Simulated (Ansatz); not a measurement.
Species: CH3BBrO, net charge 0, doublet state. It need not be the lowest isomer of its formula. 
Structure (B3LYP-D3(BJ)/def2-TZVP (Ansatz, an electronic-structure program) minimum search):
```
C
H 1 1.0880
H 1 1.0880 2 109.81
H 1 1.0887 2 110.43 3 122.00
O 1 1.4401 2 107.74 3 -117.07
B 5 1.3125 1 128.63 2 -120.79
Br 6 1.9475 5 126.70 1 0.00
```
Charge 0, spin multiplicity 2.

Parts of the frozen-core correlation energy in cc-pVDZ (Ansatz, hartree). Frozen orbitals: 17; correlated occupied orbitals by spin: 12 and 11; virtual: 55 and 56. UHF or UKS for open shells. Spin-orbit coupling is left out. No relativistic terms.

| term | value |
|---|---|
| reference (HF) | -2711.57398 |
| MP2 opposite-spin | ? |
| MP2 same-spin | ? |
| CCSD correlation | -0.53490 |
| (T) | ? |
| T1 diagnostic | 0.016 |
| largest doubles amplitude | 0.029 |
| <S^2> of the reference | 0.756 |

Q: Fill in the missing entries.

A: 
- MP2 opposite-spin, value: -0.37094
- MP2 same-spin, value: -0.12928
- (T), value: -0.01508
